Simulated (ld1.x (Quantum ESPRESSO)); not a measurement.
Ranking TM potentials for Rb (Z = 37)

All share these settings but for the change named:

- Element: rubidium (Rb)
- Generator: ld1.x (Quantum ESPRESSO) 7.5
- Type: norm-conserving Troullier–Martins (Kleinman–Bylander form)
- Functional: PBEsol
- Relativity: scalar-relativistic
- Frozen core: [Ar] 3d10
- Valence charge: 9
- Reference configuration: 4s2 4p6 5s1 5p0
- Partial waves: 4s (bound): rc 1.70 bohr; 4p (bound): rc 1.45 bohr; 4d channel at 0.35 Ry: rc 1.55 bohr
- Local potential: the d channel
- Core correction: none

Occupied shells without a wave of their own: 5s. They enter only through the test configuration that unscreens the potential.

Cutoff: the first of the cutoffs (Ry, on a coarse ladder) from which the occupation-weighted sum of valence levels, in a spherical-Bessel basis at the reference potential, stays within 10 and 1 mRy of its value at 400 Ry; the density cutoff is not measured.

The base gives 45 Ry.

Of 9 variants that were run, those that failed, showed a ghost or another fault, or gave nearly equal values are left out.

A variant can come out equal or close to the base.

Task: Rank these variants from softest to hardest (loose cutoff).
A. wave 4s (bound): rc 1.70 bohr becomes 4s (bound): rc 2.54 bohr
B. wave 4s (bound): rc 1.70 bohr becomes 4s (bound): rc 1.82 bohr
C. wave 4s (bound): rc 1.70 bohr becomes 4s (bound): rc 1.48 bohr
D. wave 4s (bound): rc 1.70 bohr becomes 4s (bound): rc 1.06 bohr

Result: A (35 Ry), B (40 Ry), C (55 Ry), D (110 Ry).
